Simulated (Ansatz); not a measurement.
A set of 12 reactions (hydrogenolysis), with CCSD(T)/CBS values in kJ/mol:

| reaction | ΔE |
| --- | --- |
| `C=C(N)CI` + H₂ → `C=CCI` + NH₃ | -56.1 |
| `COCOC(C)=O` + H₂ → `COC(C)=O` + CH₃OH | -65.4 |
| `N#C[SiH2]CF` + H₂ → `C[SiH2]C#N` + H–F | -147.6 |
| `N#C[SiH]1CS1` + H₂ → `C1[SiH2]S1` + `C#N` | 14.1 |
| `C[SiH2]B(F)F` + H₂ → `FB(F)[SiH3]` + CH₄ | -26.8 |
| `CC#CC(F)(F)F` + H₂ → `CC#CC(F)F` + H–F | -56.9 |
| `C[SiH2]O[SiH2]N` + H₂ → `C[SiH2]O[SiH3]` + NH₃ | 47.9 |
| `COB(N)O` + H₂ → `NBO` + CH₃OH | 93.1 |
| `C=[C]([GaH2])C[SiH2]C` + H₂ → `C=[CH][GaH2]` + `C[SiH2]C` | -50.8 |
| `FC1=NB[Se]1` + H₂ → `B1N=C[Se]1` + H–F | -53.1 |
| `F[SiH](Cl)[SiH2][SiH3]` + H₂ → `F[SiH]([SiH3])Cl` + SiH₄ | -11.7 |
| `[F][Al]([Cl])[GeH3]` + H₂ → `[F][AlH][GeH3]` + HCl | 152.0 |

Gas-phase electronic energies from Ansatz, PBE0-D4/def2-TZVP geometries. CBS: MP2 limit from def2 TZ/QZ plus the TZ coupled-cluster correction, frozen cores. This one scheme is used for every species. Functionals use def2-TZVPP. Elements past krypton have def2 core potentials. For Ga, Ge, I, Se outer-core shells are correlated without core-valence functions, which leaves a few kJ/mol of doubt a bond. Scalar relativity is left out up to krypton. Each species was taken in one conformer, which may not be the lowest.

Give the mean, mean absolute and largest difference (level minus CCSD(T)/CBS, kJ/mol) for: r2SCAN-D4, PBE0-D4, B2PLYP, PBE, r2SCAN, HF/def2-TZVPP, MP2/def2-TZVPP, SCS-MP2/def2-TZVPP, CCSD/def2-TZVPP, HF/def2-QZVPP, MP2/def2-QZVPP, SCS-MP2/def2-QZVPP, HF/CBS(def2), CCSD/CBS(def2). (An estimate is asked.)

Computed: 
```tsv
level	mean	mean absolute	largest
r2SCAN-D4	8.7	8.7	22.1
PBE0-D4	3.3	5.0	13.8
B2PLYP	-1.5	5.7	-12.6
PBE	2.1	8.2	17.6
r2SCAN	7.2	7.9	21.7
HF/def2-TZVPP	-13.4	17.7	-40.2
MP2/def2-TZVPP	2.9	4.2	7.2
SCS-MP2/def2-TZVPP	-0.6	2.7	-10.6
CCSD/def2-TZVPP	-4.0	5.2	-9.5
HF/def2-QZVPP	-13.6	17.7	-40.5
MP2/def2-QZVPP	2.7	4.6	8.1
SCS-MP2/def2-QZVPP	-0.9	1.8	-8.6
HF/CBS(def2)	-13.6	17.8	-40.5
CCSD/CBS(def2)	-4.1	4.1	-7.7
```

The largest T1 diagnostic in the set is 0.014, for `B1N=C[Se]1` (customary mark 0.02).

CCSD(T)/CBS is a level of theory with its own doubt, and the functionals carry their triple-zeta basis error, so these figures describe this set and don't rank the functionals.
